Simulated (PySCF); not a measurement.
**Ionisation energy of B²⁺ by level of theory**

B²⁺ [He] 2s1 (2S) → B³⁺ 1s2 (1S), as a difference of total energies. All numbers are calculated (PySCF 2.14, the spin-free X2C one-electron Hamiltonian (Gaussian nucleus), in aug-cc-pCVTZ-DK). Correlated levels: valence and next inner shell: nothing frozen. The calculations carry no spin-orbit coupling.

| method | ionisation energy (eV) |
| --- | --- |
| UHF | 37.827 |
| MP2 (valence and next inner shell) | 37.902 |
| SCS-MP2 (valence and next inner shell) | 37.893 |
| CCSD (valence and next inner shell) | 37.909 |
| CCSD(T) (valence and next inner shell) | 37.909 |

Q: How much does correlation contribute at CCSD(T) (valence and next inner shell)?

A: 37.909 − (37.827) = 0.082 eV, measured against UHF.

Errors of the correlated levels include the incompleteness of this basis.

For comparison: 37.931 eV (measured; NIST Atomic Spectra Database, ionization energies).
